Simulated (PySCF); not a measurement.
Gas-phase reaction: 2 GaNH₂ + 2 NH₃ = Ga₂H₆ + 4 NH

Energies from PySCF, thermal terms from the rigid-rotor harmonic-oscillator model, ideal gas at 1 bar. † marks an energy on the PBE0/def2-TZVP geometry and frequencies. CCSD(T) freezes the core. Open shells (unrestricted): NH (multiplicity 3); the rest are closed-shell singlets. Ga: all electrons, no relativistic terms. GaNH₂, Ga₂H₆: computed as isolated molecules; such fragments, hydroxides, amides, oligomers or adducts are transient or little studied in the gas. CCSD(T) isn't extrapolated to the basis-set limit.

HF/def2-TZVP† gives ΔH°(298 K) = 819 kJ.

Q: What do CCSD(T)/def2-SVP†, M06-2X/def2-TZVP†, BLYP/def2-TZVP† give?

A: CCSD(T)/def2-SVP†: 1331 kJ; M06-2X/def2-TZVP†: 1502 kJ; BLYP/def2-TZVP†: 1523 kJ. For scale, ΔH°(298 K) is 819 kJ at this level, 1488 kJ at ωB97M-V/def2-TZVP†, and runs from 745 to 1772 kJ over the 19 levels computed.
